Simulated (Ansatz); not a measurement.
PtSe₂⁺ was relaxed with PBE-D4 (def2-TZVP) in Ansatz in these states: charge +1 doublet, charge +1 quartet. The geometries follow in no particular order.

In the def2 sets Pt takes a core potential; there is no spin–orbit coupling.

A:

```
atom    x (Å)    y (Å)    z (Å)
 Pt1  -0.2919  -0.5562   1.2370
 Se2   1.0910   0.7312  -0.1916
 Se3  -0.7991  -0.1750  -1.0454
```

B:

```csv
atom,x (Å),y (Å),z (Å)
Pt1,-0.801,0.559,-0.856
Se2,-0.160,0.368,1.376
Se3,0.961,-0.927,-0.520
```

Question: Judge from the bond lengths which geometry belongs to which state (an estimate).

Answer: A is the charge +1 doublet (Se2–Se3 2.263 Å, Pt1–Se3 2.369 Å, Pt1–Se2 2.369 Å); B is the charge +1 quartet (Se2–Se3 2.555 Å, Pt1–Se3 2.329 Å, Pt1–Se2 2.329 Å).

At PBE0-D4/def2-TZVP a doublet lies 0.86 eV below the charge +1 quartet. These are the stationary points nearest to one start from a short search; other shapes may lie lower in each state.
